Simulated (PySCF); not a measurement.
Compound: C6H3N.
Bonds: C1–C2 (triple), C2–C3, C3–C4 (triple), C4–C5, C5–C6 (triple), C6–N7. Hydrogens: H8 on C1; H9, H10 on N7.

Computed by this run: PySCF 2.14.0, PBE0/6-31G* geometry optimisation, gas phase; density fitting, grid level 1; the optimiser is geomeTRIC in internal coordinates, started from a GFN2-xTB structure.

Step 1: E = -7745.5656 eV
```
atom  x, y, z in Å  |  force x, y, z in eV/Å
C1     -4.0723    0.0251   -0.8034   -0.132   0.002  -0.032
C2     -2.8769    0.1219   -0.6117    0.055  -0.015   0.061
C3     -1.5405    0.2253   -0.3910   -0.024   0.036  -0.152
C4     -0.3336    0.3194   -0.2065   -0.018  -0.090   0.300
C5      0.9931    0.4097    0.0431   -0.028   0.141  -0.401
C6      2.1969    0.5147    0.2087    0.083  -0.117   0.297
N7      3.5108    0.6369    0.3976    0.031   0.011  -0.026
H8     -5.1243   -0.0575   -0.9709    0.070   0.005   0.006
H9      3.8090    1.2076    1.1792   -0.021   0.020  -0.022
H10     4.0679   -0.2011    0.2847   -0.016   0.007  -0.031
```

Step 2: E = -7745.5731 eV
```
atom  x, y, z in Å  |  force x, y, z in eV/Å
C1     -4.0748    0.0288   -0.8080    0.009   0.009  -0.006
C2     -2.8795    0.1200   -0.6085   -0.005  -0.016   0.042
C3     -1.5434    0.2197   -0.3842    0.014   0.035  -0.124
C4     -0.3369    0.3106   -0.1924   -0.014  -0.078   0.234
C5      0.9925    0.4051    0.0426    0.043   0.120  -0.290
C6      2.1960    0.5060    0.2202   -0.005  -0.088   0.207
N7      3.5102    0.6357    0.4004   -0.021   0.011  -0.043
H8     -5.1240   -0.0488   -0.9836   -0.003  -0.002  -0.002
H9      3.8136    1.2187    1.1705   -0.008  -0.005  -0.015
H10     4.0761   -0.1939    0.2729   -0.010   0.014  -0.004
```

Step 3: E = -7745.5735 eV
```
atom  x, y, z in Å  |  force x, y, z in eV/Å
C1     -4.0742    0.0328   -0.8115    0.047  -0.004   0.029
C2     -2.8797    0.1168   -0.6032   -0.013   0.019  -0.068
C3     -1.5436    0.2141   -0.3796   -0.014  -0.049   0.147
C4     -0.3396    0.2999   -0.1696    0.009   0.077  -0.260
C5      0.9941    0.4084    0.0259   -0.047  -0.073   0.241
C6      2.1925    0.4935    0.2399   -0.008   0.045  -0.112
N7      3.5052    0.6326    0.4051    0.006   0.013  -0.031
H8     -5.1214   -0.0397   -0.9965   -0.032  -0.004   0.000
H9      3.8160    1.2295    1.1597    0.026  -0.005   0.031
H10     4.0806   -0.1860    0.2597    0.026  -0.018   0.023
```

Step 4: E = -7745.5768 eV
```
atom  x, y, z in Å  |  force x, y, z in eV/Å
C1     -4.0747    0.0299   -0.8087    0.011  -0.003   0.014
C2     -2.8796    0.1182   -0.6068   -0.001   0.012  -0.039
C3     -1.5433    0.2182   -0.3851   -0.004  -0.032   0.090
C4     -0.3385    0.3070   -0.1809    0.014   0.051  -0.148
C5      0.9938    0.4119    0.0274    0.001  -0.043   0.136
C6      2.1935    0.4982    0.2357   -0.031   0.021  -0.061
N7      3.5073    0.6327    0.4044   -0.001   0.010  -0.019
H8     -5.1233   -0.0465   -0.9876   -0.008  -0.001   0.001
H9      3.8168    1.2234    1.1652    0.010  -0.006   0.014
H10     4.0780   -0.1912    0.2663    0.009  -0.008   0.013
```

Problem. Estimate the geometry and energy of step 5. (The exact step hangs on the optimiser's Hessian estimate; all steps are aligned on step 4, rigid shifts and turns removed.)

Solution. E = -7745.5777 eV, largest force 0.077 eV/Å
```
atom  x, y, z in Å  |  force x, y, z in eV/Å
C1     -4.0742    0.0267   -0.8052    0.004   0.003  -0.004
C2     -2.8784    0.1197   -0.6104   -0.003  -0.007   0.019
C3     -1.5419    0.2226   -0.3906    0.002   0.012  -0.042
C4     -0.3362    0.3156   -0.1948   -0.014  -0.022   0.069
C5      0.9939    0.4153    0.0294    0.004   0.023  -0.073
C6      2.1942    0.5039    0.2304   -0.005  -0.013   0.037
N7      3.5087    0.6337    0.4022    0.010   0.004  -0.005
H8     -5.1238   -0.0539   -0.9772   -0.003   0.000  -0.001
H9      3.8154    1.2155    1.1716    0.001   0.001   0.001
H10     4.0722   -0.1972    0.2744    0.002  -0.001   0.000
```

The energy changes by -0.0009 eV. The first-order estimate −F·Δx gives -0.0030 eV and the mean of the old and new forces, exact on a quadratic surface, -0.0008 eV. The step makes an angle of 66° with the force vector and moves no atom by more than 0.017 Å.

What follows is the cost of the whole optimisation. Time: 19 s; peak memory 0.47 GiB. Hardware: one thread, Intel Xeon Platinum 8488C (x86_64), no GPU, shared host.
